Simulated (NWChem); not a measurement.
System: C₃H₃Cl; SMILES C=C=CCl

Computed with NWChem. Pople sets run with spherical d functions. The geometry was optimised at PBE0/def2-SVP. Level: B3LYP/6-31G* with SMD, gas-phase geometry; reactions with the solvents are ignored.

```csv
SMD term (kcal/mol),water,diethyl ether
distortion of the solute's density,0.54,0.29
polarisation,-3.74,-2.68
"cavity, dispersion and structure",3.44,-1.03
```

Question: Sum the solvation free energies, find the transfer free energy from water to diethyl ether and the partition coefficient at 298.15 K.

Answer: 
1. ΔG(solv, water) = 0.24 kcal/mol and ΔG(solv, diethyl ether) = -3.42 kcal/mol (1 M gas to 1 M solution).
2. Transfer: -3.42 − (0.24) = -3.66 kcal/mol.
3. log₁₀ K(diethyl ether/water) = −ΔG/(RT ln 10) = 3.66/1.364 = 2.7, so the model puts more of the solute in diethyl ether.
4. Of the transfer energy, 0.81 kcal/mol is electrostatic and -4.47 comes from the non-electrostatic term. The two phases are taken as the pure solvents.
